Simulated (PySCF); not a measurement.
A search over the determinants of HfO

Unrestricted PBE0; basis Hf x2c-TZVPPall, O x2c-TZVPPall; spin-free X2C with a Gaussian nucleus; PySCF 2.14. Outer shells of the fragments: Hf 5d2 6s2; O 2s2 2p4.

Followed along the bond (rough minima from three points):

```json
{"2Ms+1": "1", "unpaired": "none", "⟨S²⟩ at the start": "0.00", "R at minimum (Å)": "1.69", "Te (eV)": "0.00"}
{"2Ms+1": "3", "unpaired": "σ ↑, δ ↑", "⟨S²⟩ at the start": "2.28", "R at minimum (Å)": "1.71", "Te (eV)": "0.56"}
{"2Ms+1": "5", "unpaired": "σ ↑, π ↑, δ ↑↑", "⟨S²⟩ at the start": "6.13", "R at minimum (Å)": "1.69", "Te (eV)": "0.69"}
{"2Ms+1": "3", "unpaired": "π ↑, δ ↑", "⟨S²⟩ at the start": "2.10", "R at minimum (Å)": "1.67", "Te (eV)": "0.74"}
{"2Ms+1": "3", "unpaired": "π ↑, δ ↑", "⟨S²⟩ at the start": "2.09", "R at minimum (Å)": "1.67", "Te (eV)": "0.87"}
{"2Ms+1": "1", "unpaired": "σ ↓, δ ↑", "⟨S²⟩ at the start": "1.15", "R at minimum (Å)": "1.71", "Te (eV)": "1.17"}
```

Solutions found at the starting distance of 2.000 Å, counted from the lowest of them; the search is not exhaustive and high or unbound solutions are not listed, so other states can lie among these:

| 2Ms+1 | unpaired | term | E (eV) | ⟨S²⟩ | ⟨Lz²⟩ | μ (D) |
| --- | --- | --- | --- | --- | --- | --- |
| 1 | none | mixed | 0.00 | 0.00 | 2.92 | -4.96 |
| 3 | σ ↑, δ ↑ | mixed | 0.26 | 2.28 | 6.91 | -6.13 |
| 5 | σ ↑, π ↑, δ ↑↑ | mixed | 0.67 | 6.13 | 5.57 | -5.77 |
| 1 | σ ↓, δ ↑ | mixed | 0.90 | 1.15 | 7.56 | -5.66 |
| 3 | π ↑, δ ↑ | mixed | 1.05 | 2.10 | 9.40 | -4.22 |
| 3 | π ↑, δ ↑ | mixed | 1.19 | 2.09 | 9.36 | -4.22 |

A term symbol is given only where ⟨S²⟩ and ⟨Lz²⟩ are close to those of a pure state; real π, δ and φ orbitals otherwise mix terms. A positive dipole means Hf(−)O(+).

Spin–orbit coupling is left out.
